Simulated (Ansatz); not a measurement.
A made-up structure of SnNH$_{4}$ (charge +1), closed shell:

```xyz
6
angstrom
N 0.0586 -1.1281 0.1009
Sn -0.0527 1.0139 -0.0906
H 0.4026 -1.8105 -0.7332
H -0.2209 -1.6839 1.0457
H 0.4677 1.6901 -1.7636
H -0.6553 1.9185 1.4409
```

It is relaxed with PBE-D4/def2-SVP and then PBE0-D4/def2-TZVP (Ansatz 0.2.0). Atoms count as bonded within 1.22 times the sum of their covalent radii (H–H: 0.88 Å). The end point is not checked to be a true minimum.

Problem. Does its bonding change? (A judgement: the text doesn't fix the answer.)

Solution. The calculation gives: No: no bond forms or breaks.

Where it ends: The first stage lowers the energy by 1.04 eV in 5 steps. It ends as SnNH₄ ([NH2][SnH2]), total charge +1:
```
6
angstrom
N 0.0523 -1.0072 0.0901
Sn -0.0470 0.9053 -0.0810
H 0.3594 -1.6165 -0.6547
H -0.1973 -1.5034 0.9337
H 0.4177 1.5090 -1.5747
H -0.5851 1.7128 1.2866
```

Labels in which every atom is bracketed show which atoms are joined, not bond orders.

For scale, one of the runs: PBE0-D4/def2-TZVP relaxation, 105 basis functions, launched by `ansatz run in.yaml --threads 2 --pin off --events-out ev --progress --plain --max-ram 4352MiB`. The run took about 9.5 s on 2 CPU threads of an Arm Neoverse V2 (shared host).
